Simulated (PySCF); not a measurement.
An excited-state job on trans-Zr(H2O)2Br4, `[OH2]->[Zr](<-[OH2])([Br])([Br])([Br])[Br]`.

Method: TDDFT CAM-B3LYP/def2-SVPD, vertical, gas phase, core orbitals frozen in the response, def2 core potentials past Kr (PySCF 2.14.0, density-fitted response routines). Geometry: PBE0-D3(BJ)/def2-SVP. A driver script takes a list of jobs; this job's settings line and coordinates (Å) are shown.

Command:
```bash
OMP_NUM_THREADS=1 python probes_run.py task.json out
```

Input:
```
{"job": {"kind": "uv", "xc": "CAM-B3LYP", "basis": "def2-SVPD", "ip": true, "nstates": 10}, "charge": 0, "multiplicity": 1}
Zr    -0.113601     0.081532    -0.005282
O      0.069495     0.190216     2.232181
H     -0.699996    -0.046314     2.771541
H      0.901356    -0.032096     2.673876
O     -0.093557    -0.186486    -2.243313
H      0.257572    -1.012498    -2.607103
H      0.175111     0.575060    -2.779215
Br     2.424763     0.231903     0.358822
Br    -2.539448     0.105860     0.803465
Br    -0.207340     2.479875    -0.888377
Br    -0.076306    -2.472542    -0.285715
```

Output:
```
coarse grid: 57784 points
cycle   1  E = -10495.4210947438  dE = -9.595e+00  |g| = 1.473e+00  |ddm| = 6.026e+00
cycle   2  E = -10495.1132317865  dE =  3.079e-01  |g| = 1.727e+00  |ddm| = 3.981e+00
cycle   3  E = -10495.9483309098  dE = -8.351e-01  |g| = 1.526e-01  |ddm| = 2.343e+00
cycle   4  E = -10495.9523118788  dE = -3.981e-03  |g| = 8.542e-02  |ddm| = 3.320e-01
cycle   5  E = -10495.9536357312  dE = -1.324e-03  |g| = 3.491e-02  |ddm| = 1.237e-01
cycle   6  E = -10495.9539491024  dE = -3.134e-04  |g| = 5.739e-03  |ddm| = 4.527e-02
cycle   7  E = -10495.9539609244  dE = -1.182e-05  |g| = 1.849e-03  |ddm| = 1.004e-02
cycle   8  E = -10495.9539630697  dE = -2.145e-06  |g| = 3.042e-04  |ddm| = 5.899e-03
final grid: 110608 points
cycle   9  E = -10495.9536991405  dE = -2.653e-07  |g| = 3.709e-04  |ddm| = 5.314e-03
cycle  10  E = -10495.9536991376  dE =  2.919e-09  |g| = 4.470e-04  |ddm| = 1.152e-03
cycle  11  E = -10495.9536991778  dE = -4.019e-08  |g| = 7.220e-05  |ddm| = 5.662e-04
cycle  12  E = -10495.9536991795  dE = -1.774e-09  |g| = 3.186e-05  |ddm| = 1.646e-04
cycle  13  E = -10495.9536991801  dE = -5.803e-10  |g| = 1.212e-05  |ddm| = 7.705e-05
converged SCF energy = -10495.9536991801

Static polarisability (au): isotropic 150.536, principal 123.806 163.309 164.493

Singlet excitations
state   eV       nm        f      main configurations
  1   4.2604    291.0   0.00403   H->L+1 0.68, H->L 0.30
  2   4.2754    290.0   0.00411   H->L+2 0.95
  3   4.4247    280.2   0.01105   H->L 0.61, H->L+1 0.29
  4   4.5168    274.5   0.00087   H-1->L+1 0.35, H-1->L 0.34, H-2->L+2 0.14
  5   4.5532    272.3   0.00034   H-1->L+2 0.55, H-2->L+2 0.15, H-2->L 0.15
  6   4.5969    269.7   0.02151   H-1->L 0.54, H-1->L+1 0.15, H-2->L+2 0.09
  7   4.6109    268.9   0.00788   H-1->L+1 0.37, H-2->L+2 0.33, H-2->L 0.23
  8   4.6275    267.9   0.01926   H-2->L+1 0.54, H-2->L 0.19, H-2->L+2 0.10
  9   4.6519    266.5   0.01165   H-1->L+2 0.37, H-2->L+1 0.21, H-2->L 0.16
 10   4.8785    254.1   0.00022   H-3->L 0.67, H-3->L+1 0.26

Triplet excitations (Tamm-Dancoff, eV): 4.0112 4.1431 4.1556 4.3958
Vertical ionisation energy (delta-SCF) = 9.6163 eV
Vertical electron affinity (delta-SCF) = 1.2445 eV
```

The SCF starts on a coarse grid where the log names one; the energy can jump when the final grid takes over, and dE then counts from the start density on the new grid. H and L stand for HOMO and LUMO; the number after each pair is its weight.

Task: How does the lowest singlet excitation compare with the HOMO–LUMO gap?

Result: HOMO -8.88 eV and LUMO -1.45 eV give a gap of 7.43 eV; S1 at 4.26 eV lies 3.17 eV below it.

Task: Give S1 in cm⁻¹ and kJ/mol.

Result: 4.2604 eV × 8065.54 = 34362 cm⁻¹; × 96.485 = 411.1 kJ/mol.

Main results: HOMO -8.88 eV, LUMO -1.45 eV; lowest singlet 4.26 eV; lowest triplet 4.01 eV (Tamm–Dancoff); mean polarisability 150.5 au.

Atoms past krypton carry effective core potentials; spin–orbit coupling is left out. The geometry optimisation had not met its thresholds, so the values belong to a structure short of the stationary point.

Hardware: one thread, Arm Neoverse V2 (aarch64), no GPU, shared host with 96 logical CPUs at a one-minute load of 66. Cost: 16 min of wall time (grids of density and orbitals included), 1.8 GiB resident at most.
Labels such as C1 count atoms from 1, the log's own numbers from 0.
